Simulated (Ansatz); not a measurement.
C3H6AlN, SMILES `N=[CH][Al]1[CH2][CH2]1`, relaxed with RKS PBE0-D4/def2-TZVP in Ansatz from a PBE-D4/def2-SVP geometry. The force threshold is 0.005 eV/Å; the program also tests the step.

The species carries charge 0 and has multiplicity 1.

Start:

```xyz
11

N     2.084    1.043    2.025
C     1.385    1.476    1.032
Al    0.097    0.377   -0.037
C    -0.783   -1.314   -0.360
C    -1.195   -0.157   -1.370
H     1.889    0.037    2.203
H     1.541    2.553    0.780
H    -1.600   -1.672    0.296
H    -0.267   -2.179   -0.818
H    -2.255    0.159   -1.328
H    -0.895   -0.322   -2.423
```

(1) How much energy does the relaxation release, and in how many steps? (Estimate.)

(2) Which bonds change most? (An estimate is asked.)

(3) Give the relaxed structure. (An estimate is asked.)

Results:

(1) The calculation gave: 0.06 eV, in 7 steps, 1 of them rejected.

(2) The calculation gave: Al3–C5 from 1.932 to 1.902 Å; Al3–C4 from 1.933 to 1.903 Å; C2–Al3 from 2.003 to 1.978 Å; C2–H7 from 1.117 to 1.097 Å.

(3) Computed: 
```xyz
11

N     2.040    1.018    1.990
C     1.366    1.471    1.009
Al    0.098    0.369   -0.036
C    -0.763   -1.301   -0.343
C    -1.175   -0.143   -1.354
H     1.842    0.030    2.165
H     1.541    2.529    0.779
H    -1.576   -1.655    0.289
H    -0.258   -2.147   -0.807
H    -2.221    0.155   -1.301
H    -0.892   -0.325   -2.389
```
